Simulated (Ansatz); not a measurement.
The cluster Al2P2⁺, relaxed as a doublet with UKS B3LYP-D4/def2-TZVP in Ansatz, starting from the GFN2-xTB geometry. Force threshold 0.02 eV/Å.

The relaxation made no stability test and no search for a lower SCF solution. Another isomer (doublet) lies 1.06 eV lower at PBE0-D4/def2-TZVP; other spin states weren't run for this one.

Start:

```xyz
4

Al    1.182   -0.353    0.173
Al   -1.181    0.353   -0.170
P    -0.593   -1.824    0.329
P     0.592    1.824   -0.332
```

Question: Estimate the energy that the relaxation releases and the steps that it takes.

Answer: 1.2 kJ/mol, in 4 steps; 9.5 s on 4 threads of Arm Neoverse V1 on a shared host. No frequencies were taken in this run, so the end may be a saddle point.

Question: Does the start keep its bonding and symmetry?

Answer: By distances, no bond broke or formed. The bond that changes most is Al1–P3, from 2.31 to 2.30 Å (atoms count from 1). Point group D2h at the start, D2h at the end, both within 0.05 Å.

Question: Predict the relaxed structure.

Answer: 
```xyz
4

Al    1.1565   -0.3452    0.1683
Al   -1.1566    0.3454   -0.1674
P    -0.5956   -1.8336    0.3316
P     0.5956    1.8333   -0.3325
```
Bond lengths (bridged metal pairs left out): 4 × Al–P 2.30 Å.
